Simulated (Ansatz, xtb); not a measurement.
## Two isomers of C4H7BrSi

Structure a is `[SiH3]/C=C/C=C/Br`, a singlet and structure b is `C=C/C=C(/[SiH3])Br`, a singlet. Both are isolated molecules in the gas phase, relaxed with PBE0-D3(BJ)/def2-SVP; the shapes shown needn't be the lowest conformers.

a (Å):

```xyz
13

C    -0.2316    0.2096   -1.5462
C    -0.2487    0.5730   -0.2474
C    -1.3967    1.1509    0.4256
C    -1.3712    1.4986    1.7205
Br   -2.8303    2.2450    2.6185
Si    1.2540   -0.5320   -2.3946
H     0.9390   -1.8912   -2.9350
H     2.3717   -0.6408   -1.4082
H     1.6926    0.3174   -3.5456
H    -1.1508    0.3640   -2.1276
H     0.6508    0.4344    0.3668
H    -2.3098    1.3022   -0.1597
H    -0.4889    1.3707    2.3526
```

b (Å):

```xyz
13

C     1.1805   -1.2109   -2.2136
C     0.9921   -0.0426   -1.5822
C    -0.1385    0.2155   -0.7135
C    -0.4214    1.3455   -0.0344
Br    0.7118    2.8707   -0.1328
Si   -1.9129    1.5927    1.0722
H     0.4757   -2.0407   -2.1008
H     2.0438   -1.3748   -2.8624
H     1.7116    0.7722   -1.7114
H    -0.8541   -0.6078   -0.5907
H    -2.7407    2.7266    0.5658
H    -1.4694    1.9046    2.4626
H    -2.7147    0.3313    1.0632
```

Quicker runs give these differences E(b) − E(a): GFN2-xTB −0.41 kJ/mol; HF/STO-3G +5.62 kJ/mol (at GFN2-xTB geometries); r2SCAN-D4/def2-SVP −5.44 kJ/mol (at GFN2-xTB geometries).

Task: Estimate E(b) − E(a) at the level CCSD(T)/def2-SVP + ΔMP2/def2-TZVPP.

Result: Too close to call at this level: CCSD(T)/def2-SVP + ΔMP2/def2-TZVPP gives E(b) − E(a) = −7.55 kJ/mol.

The same difference at several levels:

| level | geometry | E(b) − E(a) (kJ/mol) | departure from the last row (kJ/mol) | job, with rough time for the two |
| --- | --- | --- | --- | --- |
| GFN2-xTB | GFN2-xTB | −0.41 | +7.14 | optimisation, 0.23 s |
| HF/STO-3G | GFN2-xTB | +5.62 | +13.17 | single point, 0.98 s |
| r2SCAN-D4/def2-SVP | GFN2-xTB | −5.44 | +2.12 | single point, 5.7 s |
| PBE0-D3(BJ)/def2-SVP | PBE0-D3(BJ)/def2-SVP | −5.66 | +1.89 | optimisation, 78 s |
| HF/def2-SVP | PBE0-D3(BJ)/def2-SVP | −1.67 | +5.88 | part of the CCSD(T) run |
| MP2/def2-SVP | PBE0-D3(BJ)/def2-SVP | −7.48 | +0.07 | part of the CCSD(T) run |
| CCSD(T)/def2-SVP | PBE0-D3(BJ)/def2-SVP | −6.38 | +1.17 | single point |
| CCSD(T)/def2-SVP + ΔMP2/def2-TZVPP | PBE0-D3(BJ)/def2-SVP | −7.55 |  | single point, 2 min |

As drawn, both hold the same kinds of bond in the same numbers.

HF/STO-3G puts the two in the other order. GFN2-xTB, HF/def2-SVP find them nearly level. The largest departure from CCSD(T)/def2-SVP + ΔMP2/def2-TZVPP is that of HF/STO-3G, 13.17 kJ/mol. The last row adds to CCSD(T) the change of the MP2 difference between the two basis sets, here −1.17 kJ/mol.

With thermal terms from frequencies at re-optimised GFN2-xTB minima (ideal gas, soft modes damped towards free rotors, one conformer each, 298.15 K, 1 atm): on the last row, ΔE + ΔZPE = −7.00, ΔH = −7.19, ΔG = −6.34 kJ/mol.

The correlated steps freeze 18 core orbitals; the filled d shell of Br is correlated, in a basis made for valence electrons. Codes used: Ansatz 0.2.0, xtb 6.7.1; the last row on 2 threads of Intel(R) Xeon(R) Platinum 8259CL CPU @ 2.50GHz (Skylake/Cascade Lake) on a shared host.
